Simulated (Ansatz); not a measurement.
Steps of a relaxation of `O[SiH]1NCS1` with RKS PBE0-D4/def2-TZVP.

```sh
$ ansatz run in.yaml --threads 4 --pin off --events-out ev --progress --plain --max-ram 10444MiB
```

```yaml
crystal:
  periodic: [false, false, false]
  atoms:
    - {symbol: O, position_ang: [0.124501, -0.041527, 2.394976]}
    - {symbol: Si, position_ang: [0.718113, -0.033983, 0.832073]}
    - {symbol: N, position_ang: [-0.239776, -0.784230, -0.410447]}
    - {symbol: C, position_ang: [-0.429160, 0.316202, -1.343971]}
    - {symbol: S, position_ang: [0.375856, 1.717812, -0.400400]}
    - {symbol: H, position_ang: [-0.801264, 0.258565, 2.458944]}
    - {symbol: H, position_ang: [2.123572, -0.497179, 1.052747]}
    - {symbol: H, position_ang: [-0.392813, -1.745872, -0.718834]}
    - {symbol: H, position_ang: [-1.494883, 0.569638, -1.546708]}
    - {symbol: H, position_ang: [0.098952, 0.189274, -2.315380]}
basis:
  gaussian: {orbitals: def2-TZVP}
hamiltonian: {xc: pbe0, dispersion: d4}
relax: {f_tol: 0.005, max_steps: 150}
```

Positions (Å) and forces (eV/Å) along the path, 8 of 8 steps:

```xyz
10
step=1 energy=-23361.3192 eV
O     0.125   -0.042    2.395   -0.315    0.226   -1.020
Si    0.718   -0.034    0.832   -0.568   -0.039    0.186
N    -0.240   -0.784   -0.410    0.273   -0.021    0.216
C    -0.429    0.316   -1.344   -0.082    0.222   -0.334
S     0.376    1.718   -0.400   -0.118   -0.819    0.105
H    -0.801    0.259    2.459    0.658   -0.208   -0.020
H     2.124   -0.497    1.053   -0.317    0.102   -0.088
H    -0.393   -1.746   -0.719    0.127    0.666    0.205
H    -1.495    0.570   -1.547    0.585   -0.169    0.182
H     0.099    0.189   -2.315   -0.244    0.040    0.569
10
step=2 energy=-23361.3842 eV
O     0.121   -0.041    2.372    0.013    0.076   -0.637
Si    0.710   -0.033    0.825   -0.390   -0.102    0.222
N    -0.242   -0.779   -0.404    0.179    0.013    0.203
C    -0.427    0.315   -1.337    0.026    0.173   -0.034
S     0.371    1.698   -0.387   -0.069   -0.236   -0.041
H    -0.793    0.261    2.439    0.175   -0.059    0.043
H     2.104   -0.493    1.033   -0.068    0.019   -0.027
H    -0.385   -1.729   -0.711    0.032    0.160    0.051
H    -1.480    0.563   -1.534    0.182   -0.053    0.046
H     0.104    0.187   -2.291   -0.080    0.008    0.174
10
step=3 energy=-23361.3982 eV
O     0.121   -0.041    2.350   -0.022    0.030   -0.095
Si    0.700   -0.034    0.819    0.009   -0.043    0.068
N    -0.243   -0.778   -0.396    0.021   -0.001    0.040
C    -0.424    0.317   -1.328    0.015    0.072   -0.016
S     0.366    1.695   -0.384   -0.016   -0.024   -0.014
H    -0.787    0.264    2.428   -0.008   -0.004    0.076
H     2.090   -0.494    1.019    0.026   -0.002   -0.008
H    -0.378   -1.725   -0.705   -0.004   -0.011   -0.015
H    -1.470    0.560   -1.527   -0.027   -0.003   -0.011
H     0.109    0.186   -2.273    0.006   -0.014   -0.025
10
step=4 energy=-23361.3972 eV rejected
O     0.114   -0.024    2.344    0.116   -0.114    0.047
Si    0.701   -0.047    0.820   -0.110    0.156    0.003
N    -0.240   -0.783   -0.402    0.020   -0.032    0.019
C    -0.421    0.318   -1.328    0.002    0.009   -0.012
S     0.367    1.689   -0.377   -0.002    0.001   -0.057
H    -0.793    0.269    2.454   -0.029    0.028   -0.034
H     2.095   -0.492    1.012    0.006   -0.049    0.042
H    -0.377   -1.727   -0.718    0.000   -0.016   -0.004
H    -1.470    0.558   -1.526   -0.014    0.010   -0.002
H     0.108    0.187   -2.276    0.011    0.006   -0.002
10
step=5 energy=-23361.3994 eV
O     0.119   -0.039    2.347   -0.010    0.004   -0.005
Si    0.700   -0.036    0.820   -0.003   -0.002    0.000
N    -0.241   -0.778   -0.398    0.002   -0.012   -0.001
C    -0.423    0.318   -1.330    0.007    0.015   -0.004
S     0.365    1.694   -0.384   -0.002   -0.001   -0.011
H    -0.788    0.264    2.441    0.004   -0.001    0.032
H     2.091   -0.495    1.018    0.005   -0.001    0.002
H    -0.377   -1.724   -0.708    0.000    0.000   -0.004
H    -1.471    0.559   -1.529   -0.002   -0.001   -0.004
H     0.109    0.185   -2.275   -0.001    0.000   -0.005
10
step=6 energy=-23361.3998 eV
O     0.121   -0.038    2.350   -0.003   -0.005   -0.001
Si    0.695   -0.036    0.820   -0.003    0.011   -0.001
N    -0.244   -0.778   -0.400   -0.002    0.007   -0.004
C    -0.422    0.318   -1.333   -0.001   -0.007   -0.003
S     0.364    1.694   -0.387   -0.001   -0.002    0.005
H    -0.784    0.264    2.461    0.004    0.002    0.003
H     2.087   -0.494    1.017    0.003   -0.004    0.000
H    -0.378   -1.724   -0.712    0.002   -0.003    0.002
H    -1.469    0.558   -1.536   -0.002    0.001    0.001
H     0.112    0.184   -2.278    0.003   -0.001    0.000
10
step=7 energy=-23361.3999 eV
O     0.121   -0.039    2.350    0.000   -0.001   -0.001
Si    0.694   -0.035    0.820    0.000    0.000    0.001
N    -0.244   -0.777   -0.400   -0.004    0.000   -0.004
C    -0.422    0.318   -1.334    0.001   -0.006    0.004
S     0.362    1.694   -0.386    0.001    0.004    0.002
H    -0.782    0.265    2.465    0.002    0.002    0.000
H     2.086   -0.494    1.016    0.000    0.000    0.000
H    -0.377   -1.724   -0.713    0.001   -0.002    0.001
H    -1.469    0.558   -1.538    0.001    0.000   -0.002
H     0.114    0.183   -2.277   -0.001    0.002    0.000
10
step=8 energy=-23361.3999 eV
O     0.121   -0.040    2.351    0.000    0.000    0.001
Si    0.694   -0.036    0.820    0.002   -0.002    0.002
N    -0.245   -0.778   -0.400   -0.002    0.001   -0.001
C    -0.422    0.318   -1.334    0.000    0.001   -0.001
S     0.360    1.694   -0.386    0.000    0.000    0.002
H    -0.781    0.267    2.466    0.000    0.001   -0.001
H     2.086   -0.495    1.016   -0.001    0.001   -0.001
H    -0.377   -1.724   -0.713    0.001    0.001   -0.001
H    -1.469    0.558   -1.540    0.000   -0.001    0.001
H     0.115    0.184   -2.277    0.000   -0.002    0.000
```

It took 24 s on 4 threads of an Arm Neoverse V2 on a shared host, with 0.54 GiB of host memory at the peak.
